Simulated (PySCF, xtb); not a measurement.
Li(Me) (CH3Li), SMILES [Li][CH3].

GFN2-xTB run with xtb at its own geometry gives an orbital gap of 3.21 eV and a dipole moment of 4.40 D.

Geometry: B3LYP-D3(BJ)/def2-TZVPD. The isomer is the one that the SMILES or the coordinates give; other isomers of the formula were not compared.

What does PBE/def2-TZVPD (PySCF) give? (Estimate from the structure and the level; the computed values follow.)

gap 2.32 eV (levels -3.90 and -1.58 eV), dipole 5.40 D.
